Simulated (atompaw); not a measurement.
## Zr: variants of one PAW (atompaw) potential

Base potential:

zirconium, PAW, made with atompaw 4.2.0.5 (PBE, scalar-relativistic). Core [Ar] 3d10, reference 4s2 4p6 4d2 5s1.5 5p0 (charge +0.5). Waves: 4s (bound): rc 2.25 bohr; 5s (bound): rc 2.90 bohr; 4p (bound): rc 2.30 bohr; 5p (bound, empty): rc 2.90 bohr; 4d (bound): rc 2.90 bohr; 4d channel at -0.05 Ry: rc 2.90 bohr. Local part: ultrasoft scheme with l = 3 at 0 Ry, radius 2.55 bohr. Core correction: smooth core density matched at 2.70 bohr. Augmentation charge: besselshape compensation charge, radius 2.85 bohr; PAW radius 2.90 bohr; waves and projectors: custom polynom vanderbiltortho.

Cutoffs, loose and tight: the cutoffs (Ry, on a coarse ladder) from which the occupation-weighted sum of valence levels, in a spherical-Bessel basis at the reference potential, stays within 10 and 1 mRy of its value at 400 Ry. They see the waves, projectors and local potential, not the compensation charge or the core. A dash means not determined.

A true bound ghost makes a file unfit for plane-wave use even where its test errors are small: the radial tests pick states by their node count and pass the ghost by.

```csv
change,outcome,"cutoff, loose","cutoff, tight",bound ghosts
base,generated,18 Ry,30 Ry,s
"augmentation gaussian compensation charge, radius 2.85 bohr; PAW radius 2.90 bohr; waves and projectors: custom polynom vanderbiltortho",generated,18 Ry,30 Ry,s
wave 4d channel at -0.05 Ry: rc 2.90 bohr becomes 4d channel at 1.01 Ry: rc 2.90 bohr,generated,18 Ry,30 Ry,s
core correction smooth core density matched at 2.50 bohr,generated,18 Ry,30 Ry,s
wave 4s (bound): rc 2.25 bohr becomes 4s (bound): rc 1.98 bohr,generated,18 Ry,30 Ry,s
functional PBEsol,generated,18 Ry,30 Ry,s
"local potential ultrasoft scheme with l = 3 at 0 Ry, radius 1.90 bohr",generated,18 Ry,30 Ry,none
"augmentation besselshape compensation charge, radius 1.72 bohr; PAW radius 2.90 bohr; waves and projectors: custom polynom vanderbiltortho",generated,18 Ry,30 Ry,s
reference 4s2 4p6 4d2 5s1 5p0,generated,18 Ry,30 Ry,none
wave 4s (bound): rc 2.25 bohr becomes 4s (bound): rc 2.46 bohr,generated,15 Ry,30 Ry,none
"local potential vpsmatchnc scheme with l = 3 at 0 Ry, radius 2.55 bohr",generated,15 Ry,30 Ry,none
```

What comes out with this change to the base: augmentation besselshape compensation charge, radius 2.85 bohr; PAW radius 2.90 bohr; waves and projectors: custom rrkj gramschmidtortho?

outcome: generated; cutoff, loose: 15 Ry; cutoff, tight: 25 Ry; bound ghosts: s.
